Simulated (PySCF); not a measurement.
SMILES [SiH3]c1ccc[c]([GeH3])c1 (C6H10GeSi), singlet, GFN2-xTB optimised geometry.

```
18

Si    -2.09    -2.06     0.02
C     -1.14    -0.43     0.00
C     -1.79     0.80     0.00
C     -1.07     1.98     0.00
C      0.31     1.96     0.00
C      0.99     0.74     0.00
Ge     2.94     0.71     0.00
C      0.25    -0.43     0.00
H     -3.51    -1.78    -0.22
H     -1.57    -2.93    -1.04
H     -1.92    -2.71     1.32
H     -2.87     0.83     0.00
H     -1.59     2.93     0.00
H      0.87     2.88     0.00
H      3.44    -0.70    -0.09
H      3.51     1.49    -1.14
H      3.50     1.32     1.25
H      0.78    -1.38     0.00
```

Density from CAM-B3LYP/def2-SVP (PySCF) at that geometry.

Minimum of the electron density along straight lines between bonded atoms, close to the bond critical point (lines longer than 1.1 times the sum of covalent radii, or with two minima, are not listed):

```
bond     length / Å  ρ at the minimum / e bohr⁻³  ∇²ρ there / e bohr⁻⁵  position (fraction from the first atom)
-------  ----------  ---------------------------  --------------------  ---------------------------------------
Si1–C2        1.887                        0.114                  0.34                                     0.38
C2–C3         1.391                        0.309                 -0.78                                     0.50
C3–C4         1.384                        0.315                 -0.83                                     0.50
C4–C5         1.382                        0.316                 -0.83                                     0.50
C5–C6         1.391                        0.311                 -0.79                                     0.50
C6–Ge7        1.951                            …                  0.06                                     0.53
C2–C8         1.391                        0.309                 -0.79                                     0.50
C6–C8         1.387                        0.312                 -0.80                                     0.50
Si1–H9        1.464                        0.117                  0.33                                     0.49
Si1–H10       1.465                        0.117                  0.34                                     0.49
Si1–H11       1.466                        0.117                  0.34                                     0.49
C3–H12        1.081                        0.284                 -1.09                                     0.63
C4–H13        1.081                        0.283                 -1.09                                     0.63
C5–H14        1.083                        0.283                 -1.08                                     0.63
Ge7–H15       1.494                        0.142                  0.08                                     0.59
Ge7–H16       1.497                        0.142                  0.08                                     0.59
Ge7–H17       1.497                        0.142                  0.08                                     0.59
C8–H18        1.084                        0.283                 -1.08                                     0.63
```

Some entries are withheld; supply them.


- C6–Ge7, ρ at the minimum / e bohr⁻³: 0.130
